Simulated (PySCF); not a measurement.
A structure optimised at PBE-D3(BJ)/def2-TZVPD, used in a PySCF frequency run:

```xyz
3

K      0.0000     0.0000    -0.7519
O      0.0000     0.0000     1.4799
H      0.0000     0.0000     2.4462
```

Task: Write its SMILES, formula and point group.

Result: [OH][K], HKO, C∞v

Task: What are its rotational constants (standard atomic weights)?

Result: 8.0235 GHz (linear rotor, B only)
